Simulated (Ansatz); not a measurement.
System: GaH, charge 1, multiplicity 2. 
Geometry from a B3LYP-D3(BJ)/def2-TZVP (Ansatz, a first-principles code) optimisation:
```
Ga
H 1 1.6902
```
Charge +1, spin multiplicity 2.

Task: Give the harmonic wavenumbers at B3LYP-D3(BJ)/def2-TZVP (Ansatz, finite differences of forces, unscaled).

Result: 1235 cm⁻¹. Zero-point energy 1.8 kcal/mol.

Task: From these and the geometry, give the ideal-gas thermochemistry at 298.15 K and 1 atm (rigid rotor, harmonic oscillator).

Result: Point group C∞v, rotational symmetry number 1. Rotational constants 178, 178 GHz. S(trans) 38.69, S(rot) 9.05, S(vib) 0.04, S(elec, spin only) 1.38, S 49.1 cal/(mol K). H(298) - H(0) 2.08 kcal/mol; G - E(el) -10.8 kcal/mol.
